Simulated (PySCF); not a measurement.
CH₂FOSi (calculated)

All values are calculated (PySCF 2.14.0). Calculation on a computer-drawn molecule: the log of a Hartree-Fock and frozen-core CCSD(T) single point meant for a local Hartree-Fock minimum, with one planted fault or none, to be diagnosed. Offsets are logged minus clean, where the clean run is the same molecule without the fault. The reference is restricted for singlets and unrestricted otherwise, and also for a bond in bohr or an excited solution. Adding or removing an electron swaps singlet and doublet. The excited solution moves the top pair (singlet) or top alpha electron (doublet) to the lowest empty orbital. Highest occupied and lowest empty are orbital energies over both spins, largest force is the largest gradient component, triples share is (T) over the correlation energy, the T1 limit is 0.02 restricted and 0.045 unrestricted, electrons count all cores, a negative frequency is imaginary (commonest isotopes), and the dipole is about the centre of nuclear charge.

```json
{"formula": "CH2FOSi", "logged_structure": {"atoms_angstrom": [["C", -0.8286, 0.4271, -0.766], ["Si", 0.4625, -0.7284, -0.9559], ["O", 0.6174, -2.008, -0.3306], ["F", 1.4575, -0.1255, -1.9505], ["H", -0.8418, 1.3382, -1.2752], ["H", -1.6302, 0.2294, -0.128]]}, "given": {"meant_charge": 0, "meant_multiplicity": 2, "meant_basis": "cc-pV(D+d)Z", "logged_electrons": 39, "logged_basis_functions": 75, "logged_SCF_converged": "yes", "logged_spin_squared": 0.7593, "logged_highest_occupied [eV]": -12.045, "logged_lowest_empty [eV]": 0.45908, "logged_largest_force [hartree/bohr]": 0.078391, "logged_T1_diagnostic": 0.017297, "logged_D1_diagnostic": 0.073462, "logged_triples_share": 0.022887, "logged_CC_converged": "yes", "logged_dipole_magnitude [debye]": 4.4007, "logged_SCF_stable_within_its_kind": "yes", "logged_energy_HF [hartree]": -502.29418, "logged_energy_CCSD(T) [hartree]": -502.89404, "possible_faults": "no fault, one electron removed, one electron added, multiplicity raised by two, geometry at a saddle point, SCF held on an excited solution, minimal basis STO-3G, one bond length entered in bohr, all coordinates scaled", "drawn_bonds_atom": [1, 2, 2, 1, 1], "drawn_bonds_other_atom": [2, 3, 4, 5, 6], "drawn_bonds_order": [1, 2, 1, 1, 1]}, "results": {}}
```

Questions
1. CH₂FOSi: planted fault?

Calculated values
1. all coordinates scaled, by -3.7 %

Further results for CH₂FOSi:

- HF energy offset from clean run: 7.521 kcal/mol
- CCSD(T) energy offset from clean run: 13.32 kcal/mol
